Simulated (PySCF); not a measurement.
**Pd⁻ (palladium, charge -1) across methods**

[Kr] 4d10 5s1, 2S determinant. All numbers are calculated (PySCF 2.14, a scalar-relativistic core potential, in aug-cc-pVTZ-PP with one added diffuse shell each of s, p, d, f, g type with ECP28MDF (7s7p6d4f3g, 113 functions)).

| method | E (hartree) | mean ε 5s α (eV) | mean ε 4d α (eV) | mean ε 4d β (eV) | Σ⟨r²⟩ (bohr²) | ⟨S²⟩ |
| --- | --- | --- | --- | --- | --- | --- |
| revPBE | -127.5382 | 1.126 | 1.373 | 1.495 | 84.45 | 0.754 |
| TPSSh | -127.4152 | 1.048 | 0.931 | 1.044 | 82.93 | 0.753 |
| r2SCAN | -127.5032 | 1.001 | 1.397 | 1.509 | 78.28 | 0.755 |
| PBE | -127.4935 | 1.094 | 1.351 | 1.473 | 82.29 | 0.754 |
| UHF | -126.60443 | 0.119 | -5.539 | -5.561 | 168.0 | 0.750 |
| PBE0 | -127.4581 | 0.763 | -0.013 | 0.059 | 85.39 | 0.753 |
| B3LYP | -127.5223 | 0.814 | 0.252 | 0.327 | 82.95 | 0.751 |

Energies and moments cover only the electrons outside the core potential. At revPBE the highest occupied level has a positive energy, so only the finite basis holds that electron; in a semilocal or global hybrid functional this comes from self-interaction and does not mean that the real anion is unbound.

The highest occupied level is positive at revPBE, TPSSh, r2SCAN, PBE, UHF, PBE0, B3LYP: only the finite basis holds that electron, at UHF too, so the state is unbound at these levels.
